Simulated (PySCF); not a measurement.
SMILES CC(C)CCC=O, GFN2-xTB optimised geometry.

```
19

C      2.44    -0.84    -0.36
C      0.93    -0.97    -0.17
C      0.63    -1.87     1.02
C      0.32     0.42     0.00
C     -1.21     0.42     0.00
C     -1.79     1.81     0.00
O     -1.17     2.83     0.00
H      2.67    -0.22    -1.23
H      2.90    -0.39     0.52
H      2.89    -1.82    -0.52
H      0.51    -1.43    -1.08
H     -0.44    -2.06     1.12
H      1.13    -2.83     0.90
H      0.99    -1.42     1.94
H      0.67     0.87     0.93
H      0.66     1.07    -0.81
H     -1.59    -0.09    -0.88
H     -1.61    -0.10     0.87
H     -2.90     1.81     0.00
```

Density from PBE0/def2-SVP (PySCF) at that geometry.

Minimum of the electron density along straight lines between bonded atoms, close to the bond critical point (lines longer than 1.1 times the sum of covalent radii, or with two minima, are not listed):

| bond | length / Å | ρ at the minimum / e bohr⁻³ | ∇²ρ there / e bohr⁻⁵ | position (fraction from the first atom) |
|---|---|---|---|---|
| C1–C2 | 1.528 | 0.244 | -0.56 | 0.50 |
| C2–C3 | 1.527 | 0.244 | -0.55 | 0.50 |
| C2–C4 | 1.531 | 0.243 | -0.55 | 0.50 |
| C4–C5 | 1.526 | 0.243 | -0.55 | 0.49 |
| C5–C6 | 1.500 | 0.263 | [?] | 0.49 |
| C6–O7 | 1.198 | 0.418 | [?] | 0.33 |
| C1–H8 | 1.087 | 0.276 | -1.01 | 0.62 |
| C1–H9 | 1.088 | 0.276 | -1.00 | 0.62 |
| C1–H10 | 1.088 | 0.276 | -1.00 | 0.62 |
| C2–H11 | 1.097 | 0.274 | -0.98 | 0.62 |
| C3–H12 | 1.087 | 0.276 | -1.00 | 0.62 |
| C3–H13 | 1.088 | 0.276 | -1.01 | 0.62 |
| C3–H14 | 1.088 | 0.275 | -1.00 | 0.62 |
| C4–H15 | 1.092 | 0.276 | -1.00 | 0.62 |
| C4–H16 | 1.092 | 0.277 | -1.01 | 0.63 |
| C5–H17 | 1.094 | 0.271 | -0.97 | 0.62 |
| C5–H18 | 1.093 | 0.272 | -0.98 | 0.62 |
| C6–H19 | 1.111 | 0.275 | -1.02 | 0.63 |

Problem. Some entries are withheld; supply them.

Solution. 
- C5–C6, ∇²ρ there / e bohr⁻⁵: -0.64
- C6–O7, ∇²ρ there / e bohr⁻⁵: 0.57
